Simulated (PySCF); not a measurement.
Si(F)(Me)(OH)(NH2) (CH6FNOSi), SMILES F[Si](C)(N)O.

Coordinates come from a ωB97X-D3(BJ)/def2-SVP optimisation. This is a generated structure with no PubChem entry under its InChIKey; it may be hypothetical. The values are those of a single conformer.

These are PBE/def2-TZVP in PySCF values and carry that method's errors.

Gas-phase values at a fixed geometry.

```yaml
total_energy: -560.88247 hartree
highest_occupied_level: -6.30 eV
lowest_empty_level: -0.14 eV
orbital_gap: 6.15 eV
dipole_moment: 0.88 D
quadrupole, principal values (traceless, Buckingham form, about the centre of nuclear charge): -11.31, 1.72, 9.59 D·Å
mean_static_polarisability: 47.7 bohr³ (7.07 Å³)
polarisability_principal_values: 42.7, 49.0, 51.4 bohr³
```
